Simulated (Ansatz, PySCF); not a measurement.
Gas-phase reaction (SMILES): [O]=[Ta](=[O])[F] + Cl (HCl) → [O]=[Ta](=[O])[Cl] + F (HF); hydrogen chloride cleaves one Ta-F bond, a model of a ligand-exchange step.

Structures are relaxed separately at B3LYP-D3(BJ)/def2-TZVP in Ansatz (a program for electronic structure). Valence correlation only, unless marked. No spin-orbit coupling. Frozen are the shells of the preceding noble gas and the d and f shells that filled before the atom's block. Past Kr the def2 sets carry scalar-relativistic core potentials. CBS(X,Y): correlation extrapolated as X^-3; Hartree-Fock from the larger set. The bracket is a focal-point correction in the basis named. High T1 diagnostic, so coupled cluster is less sure: [O]=[Ta](=[O])[F], [O]=[Ta](=[O])[Cl]. Thermal terms are rigid-rotor harmonic-oscillator values from B3LYP-D3(BJ) frequencies (Ansatz or PySCF) at 298.15 K and 1 atm. 1 Eh = 627.5095 kcal/mol.

| species | E, RI-MP2/CBS(def2-TZVPPD,def2-QZVPPD)+[CCSD(T)-MP2]/def2-TZVPPD (Ansatz) (Eh) | E, PBE/def2-TZVPD (Ansatz) (Eh) | H - E (Eh) | G - E (Eh) |
|---|---|---|---|---|
| [O]=[Ta](=[O])[F] | -306.83809 | -307.36796 | 0.01302 | -0.02197 |
| Cl (HCl) | -460.37863 | -460.62833 | 0.01000 | -0.01120 |
| [O]=[Ta](=[O])[Cl] | -666.82603 | -667.60108 | 0.01257 | -0.02385 |
| F (HF) | -100.39405 | -100.39521 | 0.01259 | -0.00713 |

### Question
Work out ΔE and ΔH, ΔG, ΔS and the equilibrium constant at 298.15 K at the first level, then ΔH at the second.

### Answer

1. ΔE = [(-666.82603) + (-100.39405)] - [(-306.83809) + (-460.37863)] = -0.00336 Eh = -2.1 kcal/mol at RI-MP2/CBS(def2-TZVPPD,def2-QZVPPD)+[CCSD(T)-MP2]/def2-TZVPPD.
2. The terms H - E add up to 0.00214 Eh, so ΔH = (-0.00336 + (0.00214))×627.5095 = -0.8 kcal/mol.
3. The terms G - E add up to 0.00219 Eh, so ΔG = -0.7 kcal/mol, and ΔS = (0.00214 - (0.00219))×627509.5/298.15 = -0.1 cal/(mol K).
4. log10 K = -ΔG/(RT ln 10) = 0.5, with RT ln 10 = 1.3642 kcal/mol.
5. At PBE/def2-TZVPD the same steps give ΔE = 0.0 and ΔH = 1.3 kcal/mol, a shift of +2.1 from the first level.
6. With ΔG under 1 kcal/mol in size, these levels don't settle on which side the equilibrium lies.
7. These values are not checked against measurement here, since the tables used lack a sound gas-phase enthalpy of formation for at least one species.
